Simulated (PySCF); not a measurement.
## Finite-field polarisability of Ga (gallium, neutral)

[Ar] 3d10 4s2 4p1, 2P determinant. All numbers are calculated (PySCF 2.14, the non-relativistic Hamiltonian (point nucleus), in def2-TZVPPD). Frozen: [Ar] 3d10. Energy changes in a uniform field (μhartree):

```tsv
axis	F (au)	HF	MP2	CCSD	CCSD(T)
x	0.0021	-98.719	-96.529	-94.951	-94.891
x	0.0042	-394.859	-386.096	-379.791	-379.551
y	0.0017	-104.609	-101.567	-100.743	-100.561
y	0.0034	-418.294	-406.108	-402.829	-402.098
```

By symmetry the remaining axis equals x.

Task: Derive α along x at CCSD(T) from the two fields.

Result: With ΔE = −αF²/2 − γF⁴/24, α = −(16 ΔE(F) − ΔE(2F))/(6F²) = 43.04 bohr³.

Task: And the mean polarisability at each level?

Result: The components xx, yy, zz at CCSD(T) are 43.04, 69.60, 43.04, the third axis being equal by symmetry to one of the two computed. Means: HF 53.98, MP2 52.62, CCSD 51.95, CCSD(T) 51.89 bohr³. Reference: 50 ± 3 bohr³ (recommended; Schwerdtfeger and Nagle, table of static dipole polarizabilities (2023 update)).
